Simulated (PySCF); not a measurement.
SMILES c1coc(c1)[SiH2]C=O, singlet at its GFN2-xTB optimised geometry (Å):

```
14

O      2.7569    -2.7568     0.8092
C      2.0760    -2.1812     0.0000
Si     0.1544    -2.1812     0.0000
C     -0.3415    -0.3759     0.0000
C      0.3451     0.7920     0.2201
C     -0.5875     1.8437     0.0988
C     -1.7791     1.2470    -0.1849
O     -1.6431    -0.0821    -0.2457
H      2.5789    -1.6158    -0.8173
H     -0.2759    -2.8186    -1.2492
H     -0.3361    -2.8925     1.1789
H      1.3898     0.8783     0.4423
H     -0.4007     2.8925     0.2067
H     -2.7569     1.6517    -0.3594
```

Computed with PySCF with CAM-B3LYP/def2-TZVP.

Map of the log10 of the electron density (e/bohr³), floored at −4 on the plane z = 1.2 Å:

```
|                               |
|                               |
|                               |
|            .....              |
|          .::--::.             |
|         .:--==--:             |
|        .:--====-:.            |
|      ..:--=++++=-:.           |
|     .::--=+++++=-::.          |
|     .:-==+++**++=--::.        |
|    .:--=+++****++===-:        |
|    .:--=++++*****++==:.       |
|    .:--==++++******+=-.       |
|     .:-=====+******+=-.       |
|     .:--====+****++=-:.       |
|      .:-===++***++==-:.       |
|      .:-===++**++=--:..       |
|      .:--==+++++=--::::..     |
|       .::-==++++=-------:.    |
|        .::-=++++========--:   |
|         .:-=+++++==+++*++=-.  |
|         .-=+****++++*###*+=:. |
|         :-=*###**++*#%%%#*=-. |
|         :-+*#%%#*++*#@@@%*+-. |
|         :-+*#@%*+==*#@@@%*=-. |
|         .-=+*##*+==+*#%%#+=:. |
|         .:-=++++=--=+***+=-:  |
|          .:-===--::-==+==-:.  |
|           .::-::...::---:..   |
|            .....    .....     |
|                               |
```
Scale: ten equal steps from -4.00 (start of ' ') to -0.197 (end of '@'), in the order ' .:-=+*#%@'; x runs from -5.00 to 5.00, y from -5.00 (bottom) to 5.00 (top).
